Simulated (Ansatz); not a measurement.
Consider the substitution at a C–C bond: `OBCCO` + `CBN` → `CBNCO` + `CBO`.

Calculated with Ansatz (gas phase, PBE0-D4/def2-TZVP geometries, no zero-point term in ΔE). CCSD(T)/CBS adds triple-zeta CCSD(T) − MP2 to the extrapolated MP2 energy (def2 sets, frozen cores). DFT in def2-TZVPP. B3LYP here is the variant with VWN-RPA as its local correlation; programs differ in this. Each species was taken in one conformer, which may not be the lowest.

| level | ΔE (kJ/mol) | difference from CCSD(T)/CBS |
| --- | --- | --- |
| PBE-D4 | -6.2 | -3.5 |
| r2SCAN-D4 | -5.6 | -2.9 |
| PBE0-D4 | -5.0 | -2.3 |
| B3LYP-D4 | -6.3 | -3.6 |
| ωB97X-V | -4.6 | -1.9 |
| ωB97M-V | -3.6 | -0.9 |
| B2PLYP | -5.3 | -2.6 |
| PBE | -5.9 | -3.2 |
| r2SCAN | -5.5 | -2.8 |
| PBE0 | -4.8 | -2.1 |
| B3LYP | -6.0 | -3.3 |
| HF/def2-TZVPP | -5.1 | -2.4 |
| MP2/def2-TZVPP | -3.9 | -1.2 |
| SCS-MP2/def2-TZVPP | -4.2 | -1.5 |
| CCSD/def2-TZVPP | -3.8 | -1.1 |
| CCSD(T)/def2-TZVPP | -4.5 | -1.8 |
| HF/def2-QZVPP | -4.8 | -2.1 |
| MP2/def2-QZVPP | -2.8 | -0.1 |
| SCS-MP2/def2-QZVPP | -3.1 | -0.4 |
| HF/CBS(def2) | -4.8 | -2.1 |
| MP2/CBS(def2) | -2.1 | 0.6 |
| CCSD/CBS(def2) | -2.1 | 0.6 |
| CCSD(T)/CBS | -2.7 | 0 |

Largest T1 diagnostic among the species: 0.012.
